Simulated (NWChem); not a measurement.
Species: CdHSCl; SMILES [SH][Cd][Cl]

```xyz
4

Cd     0.3815     0.0720    -0.0019
Cl     0.1234    -2.2009     0.0001
S      0.6655     2.3909    -0.0030
H     -0.6653     2.6307    -0.0367
```
Atoms are numbered in this order, from 1.

Level: PBE0/def2-SVP with def2 effective core potentials on Cd (NWChem), optimised geometry, unscaled harmonic frequencies. def2 effective core potentials on Cd; no spin-orbit coupling.

```csv
frequency (cm⁻¹),IR intensity (km/mol)
85,9.2
87,9.3
324,0.4
417,50.4
656,4.0
2708,0.9
```

The zero-point energy comes out as 6.1 kcal/mol and the thermal correction to the enthalpy at 298.15 K (with zero-point energy) is 9.9 kcal/mol. The heat capacity Cv is 13.9 cal/(mol K). The entropy at 298.15 K and 1 atm (symmetry number 1) is 75.4 cal/(mol K).

Rigid rotor and harmonic oscillator; modes under 100 cm⁻¹ make the entropy uncertain.
